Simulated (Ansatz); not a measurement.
`F[SiH]([SeH])O[SiH3]` + `[OH][GeH2][F]` → `F[SiH](F)O[SiH3]` + `[OH][GeH2][SeH]`  (redistribution)

Program: Ansatz. Geometries: PBE0-D4/def2-TZVP. ΔE: electronic, gas phase. CCSD(T)/CBS adds triple-zeta CCSD(T) − MP2 to the extrapolated MP2 energy (def2 sets, frozen cores). Functionals use def2-TZVPP. For Ge, Se outer-core shells are correlated without core-valence functions, which leaves a few kJ/mol of doubt a bond. Scalar relativity is left out up to krypton. Each species was taken in one conformer, which may not be the lowest.

`F[SiH]([SeH])O[SiH3]`:

```xyz
10

F     1.682   -1.250    1.551
Si    0.552   -1.297    0.434
Se    1.482   -1.195   -1.628
O    -0.444   -0.059    0.724
Si   -1.148    1.274    0.065
H    -0.160   -2.583    0.544
H     2.113    0.099   -1.333
H    -0.118    2.123   -0.584
H    -1.798    2.021    1.167
H    -2.160    0.866   -0.940
```

`[OH][GeH2][F]`:

```xyz
6

O    -0.104   -0.393    1.316
Ge   -0.198    0.161   -0.353
F     1.180    1.179   -0.647
H     0.635   -0.983    1.484
H    -0.063   -0.994   -1.353
H    -1.450    1.029   -0.446
```

`F[SiH](F)O[SiH3]`:

```xyz
9

F    -0.452    1.863   -1.501
Si    0.675    0.808   -1.155
F     1.803    1.593   -0.371
O     0.075   -0.353   -0.234
Si   -0.671   -0.915    1.120
H     1.231    0.264   -2.394
H    -0.787   -2.386    0.990
H    -2.017   -0.304    1.233
H     0.142   -0.570    2.312
```

`[OH][GeH2][SeH]`:

Cartesian coordinates in Å:
```
O 0.516 -0.259 1.507
Ge -0.025 0.617 0.059
Se -0.139 -0.820 -1.800
H 1.286 -0.806 1.332
H -1.396 1.171 0.454
H 0.987 1.703 -0.345
H -1.230 -1.605 -1.207
```

| level | ΔE (kcal/mol) |
| --- | --- |
| r2SCAN-D4 | -21.3 |
| B97M-V | -20.6 |
| ωB97M-V | -21.0 |
| revPBE | -20.1 |

Q: What does CCSD(T)/CBS give? (Best estimate.)

A: Ansatz gave: -21.8 kcal/mol. The listed levels differ from it by 0.5, 1.2, 0.8, 1.7 kcal/mol.

Largest T1 diagnostic among the species: 0.012.

From PBE to PBE0 (25 % exact exchange), in def2-TZVPP and without D4, ΔE moves by −1.2 kcal/mol. Leaving LDA and LC-ωPBE aside and taking each functional with its dispersion term where it has one, the values, not all of them listed here, spread over 3.6 kcal/mol, from BHLYP-D4 to revPBE-D4. LDA lies −0.7 kcal/mol from PBE without D4.
